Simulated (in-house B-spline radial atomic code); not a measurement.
Radial electron density of I5+, [Kr] 4d10 5s2. Method: scalar-relativistic (X2C) BP86, spin-polarised, spherical fractional occupations, Fermi nucleus of rms radius 4.75 fm. Calculated with a radial B-spline atomic code at the basis-set limit.

One-electron X2C: radii and densities carry no picture-change correction, so inner-shell <1/r> comes out high (for 1s by about 2 % at Z = 33, 5 % at 54, 10 % at 75, 30 % at 118) and <r> low.

Columns: r (bohr), 4πr²n(r) (electrons per bohr), bar.

```
0.000861    2.275 #
 0.00106    3.154 ##
  0.0013     4.33 ##
  0.0016    5.945 ###
 0.00196    8.055 ####
 0.00241    10.89 #####
 0.00296    14.55 #######
 0.00364    19.24 ##########
 0.00448    25.08 ############
  0.0055       32 ################
 0.00676    39.94 ####################
 0.00831    48.47 ########################
  0.0102    56.76 ############################
  0.0125    63.76 ################################
  0.0154    68.43 ##################################
   0.019    69.52 ##################################
  0.0233    67.08 #################################
  0.0286    62.69 ###############################
  0.0352    59.53 ##############################
  0.0432    61.34 ##############################
  0.0531    69.67 ###################################
  0.0653    81.36 ########################################
  0.0802    88.78 ############################################
  0.0986    85.49 ##########################################
   0.121    73.47 ####################################
   0.149    63.63 ################################
   0.183    65.64 #################################
   0.225    73.65 #####################################
   0.276    71.13 ###################################
    0.34    51.96 ##########################
   0.417    31.27 ###############
   0.513    24.05 ############
    0.63    27.23 #############
   0.775    27.12 #############
   0.952    19.71 ##########
    1.17    10.96 #####
    1.44    5.343 ###
    1.77    2.581 #
    2.17    1.122 #
    2.67   0.3406 
    3.28  0.06172 
    4.03 0.005876 
    4.95 0.0002577 
    6.09 3.93e-06
```

On this grid the curve has 4 maxima, near 0.019, 0.0802, 0.225, 0.63 bohr.

The 4d down radial function P(r) = rR(r), positive near the nucleus:

```
r (bohr)          P
 0.00831   0.001195
  0.0125   0.003613
   0.019    0.01091
  0.0286    0.03068
  0.0432     0.0809
  0.0653     0.1912
  0.0986     0.3814
   0.149     0.5882
   0.225      0.576
    0.34    0.07194
   0.513    -0.7452
   0.775     -1.154
    1.17    -0.8259
    1.77    -0.2989
    2.67   -0.04564
    4.03  -0.001897
```
